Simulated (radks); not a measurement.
The numbers below are computed, except where a source is named.
Q: Coherent X-ray form factor from a spherical all-electron density. Code: a radial shooting solver on a logarithmic mesh with Libxc functionals. Model: scalar-relativistic Kohn-Sham, exchange-only LDA, spin-polarised, spherical densities, point nucleus.

sin(theta)/lambda (1/angstrom)  f0 (electrons)
0.05                                    29.941
0.1                                     29.765
0.15                                    29.477
0.2                                     29.084
0.25                                    28.593
0.3                                     28.017
0.4                                     26.653
0.5                                     25.091
0.6                                     23.424
0.8                                     20.059
1                                       16.940
1.25                                    13.596
1.5                                     10.925
2                                        7.480

The species is in the configuration that NIST lists as its ground one. Which atom or ion scatters so?

A: The antimony ion Sb21+, [Ar] 3d10 4s2. Extrapolating in s^2 from the first two rows gives f0(0) = 30.0, near the electron count 30; among species with that count, the fall with angle is slower the higher Z, and the table is that of Z = 51; from so few rows the species is fixed only to a neighbour or two.
